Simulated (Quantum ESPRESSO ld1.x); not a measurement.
Sc VIII, configuration [Ne] 3s2 3p2.

Method: non-relativistic Kohn-Sham, LDA (Slater exchange, VWN5 correlation), spin-polarised, spherical densities, point nucleus; open shells are filled with parallel spins first; computed with ld1.x of Quantum ESPRESSO 7.5.

Energy parts (eV):
| part | energy |
|---|---|
| total | -20186.39 |
| kinetic | 20161.75 |
| electron-nucleus | -45945.61 |
| Hartree | 6497.35 |
| exchange-correlation | -899.88 |

Orbitals (lengths in bohr, moments of r in powers of bohr; <r^-3> diverges for s and p1/2; r(max) is where P^2 peaks):
orbital  occ.  eigenvalue (eV)  r(max)     <r^2>  <1/r>  <r^-3>
1s up       1         -4501.40   0.048  0.007298  20.49       -
1s down     1         -4500.41   0.048  0.007296  20.49       -
2s up       1         -603.954   0.286    0.1410  4.259       -
2s down     1         -602.914   0.286    0.1406  4.262       -
2p up       3         -524.340   0.232    0.1161  4.202   220.9
2p down     3         -523.079   0.232    0.1158  4.203   220.9
3s up       1         -169.694   0.883     1.070  1.461       -
3s down     1         -165.334   0.883     1.081  1.454       -
3p up       2         -147.414   0.890     1.128  1.386   35.04
3p down     0         -143.150   0.890     1.144  1.378   34.67

The highest occupied level is 3p up at -147.41 eV. Virial ratio -V/T = 2.00122. Summed over all electrons, <r^2> = 5.398 bohr^2, which gives a Langevin (diamagnetic) susceptibility term of -4.28 x 10^-6 cm^3/mol. The density falls to 0.001 e/bohr^3 at r = 2.22 bohr. For comparison, the ionisation energy in NIST's Atomic Spectra Database is 158.1 eV (semi-empirical). In exact Kohn-Sham theory the highest level is minus the ionisation energy, but local and semilocal functionals leave it too shallow, through self-interaction and a potential that decays too fast; potentials with the right tail come closer. Spin moment in Bohr magnetons: 2.
